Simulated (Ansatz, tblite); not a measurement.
Cost and result up the ladder for TiCl₄ (5 atoms). Charge 0, multiplicity 1. Geometry: PBE-D4/def2-SVP.

```xyz
5

Ti    0.000    0.000    0.000
Cl   -1.734   -0.030    1.308
Cl    0.750   -2.023   -0.255
Cl    1.550    1.242    0.881
Cl   -0.566    0.811   -1.934
```

Ansatz on 2 threads of Intel Xeon 6975P-C on a shared host; xTB runs through tblite on one thread. Times are rough, summed over both states, and most runs start from the orbitals of an earlier one. B2PLYP/def2-TZVP serves as the yardstick here, not as an exact answer. The other state is a doublet.

The xTB rows come from tblite. Correlated methods freeze 25 core orbitals; core or outer-core shells of Ti are correlated, in sets that lack core-valence functions. HOMO above LUMO, or a gap near zero within one spin, warns that the state may not be the lowest or that an electron is smeared out.

Correlated methods converge slowly with the basis.

Raw xTB energies of ions are shifted by several eV.

```
                            level  functions  vertical IE (eV)  difference from B2PLYP/def2-TZVP (eV)                                     remarks
                 B2PLYP/def2-TZVP        193             11.53                                   0.00                                           –
             r2SCANh-D4/def2-TZVP        193             11.41                                  -0.12                                           –
   PBE-D4/def2-TZVP (with forces)        193             10.91                                  -0.63  gap within one spin near zero (+1 doublet)
                         GFN1-xTB         45             15.82                                   4.29                                           –
r2SCAN-D4/def2-TZVP (with forces)        193             11.22                                  -0.31  gap within one spin near zero (+1 doublet)
                PBE0-D4/def2-TZVP        193             11.50                                  -0.03                                           –
                         GFN2-xTB         45             14.84                                   3.31                                           –
```

(1) Estimate how long each takes.

## Answers

(1) GFN2-xTB 0.019 s; GFN1-xTB 0.023 s; PBE-D4/def2-TZVP (with forces) 8.5 s; r2SCAN-D4/def2-TZVP (with forces) 27 s; PBE0-D4/def2-TZVP 31 s; B2PLYP/def2-TZVP 36 s; r2SCANh-D4/def2-TZVP 45 s. On shared hardware such times vary by a factor of up to 3.
